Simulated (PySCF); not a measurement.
The third ionisation energy along the 4p block

All values are computed (PySCF 2.14, energy differences of UHF-based or UKS calculations, no spin-orbit coupling). Values in eV. The last column holds reference values (NIST; (s) semi-empirical, (t) theoretical, else measured). Unmarked ones compare directly (S terms, centres of terms, or small fine structure); those marked * lie between the lowest fine-structure levels and include a spin-orbit shift.

```csv
element,configurations,UHF,BP86,MP2 (valence),SCS-MP2 (valence),CCSD (valence),CCSD(T) (valence),reference
"Ga (cc-pVDZ-PP with ECP10MDF, ECP)",[Ar] 3d10 4s1 → [Ar] 3d10,29.685,31.494,n/a,n/a,n/a,n/a,30.726
"Ge (cc-pVDZ-PP with ECP10MDF, ECP)",[Ar] 3d10 4s2 → [Ar] 3d10 4s1,32.212,n/a,32.897,33.034,33.234,33.234,34.058
"Se (cc-pVDZ-PP with ECP10MDF, ECP)",[Ar] 3d10 4s2 4p2 → [Ar] 3d10 4s2 4p1,30.962,31.564,31.222,31.161,31.253,31.258,31.697 ± 0.019 *
"Br (cc-pVDZ-PP with ECP10MDF, ECP)",[Ar] 3d10 4s2 4p3 → [Ar] 3d10 4s2 4p2,34.613,35.084,34.968,34.848,34.918,34.920,34.871 ± 0.019 *
"Kr (cc-pVDZ-PP with ECP10MDF, ECP)",[Ar] 3d10 4s2 4p4 → [Ar] 3d10 4s2 4p3,34.238,35.581,34.632,34.640,34.650,34.657,35.838 ± 0.02 *
```

"Valence" correlates the outer s and p shells and, in groups 3 to 12 and the f block, the outer d or f shell, open or full, or the next shell where the ion has no valence electron left; the wider scheme adds the next inner shell.
